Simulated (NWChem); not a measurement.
System: CH$_{4}$BeS; SMILES [BeH][S]C

```xyz
7

Be    -0.6888    -1.6277     0.0003
H     -1.5742    -2.6352    -0.0003
S      0.5962    -0.2064     0.0000
C     -0.5122     1.2769     0.0004
H     -1.2148     1.2674    -0.8536
H      0.1489     2.1580    -0.1001
H     -1.0713     1.3618     0.9508
```
Atoms are numbered in this order, from 1.

Program: NWChem. Pople sets run with spherical d functions. The geometry was optimised at PBE-D3(BJ)/def2-SVP. B3LYP is NWChem's, with the RPA form of VWN correlation. Vertical excitations in the gas phase; the lowest state need not have the same character in each row.

| level | lowest excitation, singlet (eV) | oscillator strength of that lowest state | lowest state with f > 0.02, singlet (eV) | oscillator strength of that bright state | orbital gap (eV) |
|---|---|---|---|---|---|
| PBE/6-31G*, TDA | 4.25 | 0.000 | 5.85 | 0.110 | 4.20 |
| B3LYP/6-31G*, TDA | 4.52 | 0.000 | 6.16 | 0.115 | 5.76 |
| CAM-B3LYP/6-31G*, TDA | 4.73 | 0.000 | 6.42 | 0.125 | 8.54 |
| BHandHLYP/6-31G*, TDA | ___ | 0.000 | ___ | 0.126 | ___ |

Question: What belongs in the gaps?

Answer: 
- BHandHLYP/6-31G*, TDA, lowest excitation, singlet (eV): 4.95
- BHandHLYP/6-31G*, TDA, lowest state with f > 0.02, singlet (eV): 6.62
- BHandHLYP/6-31G*, TDA, orbital gap (eV): 8.13
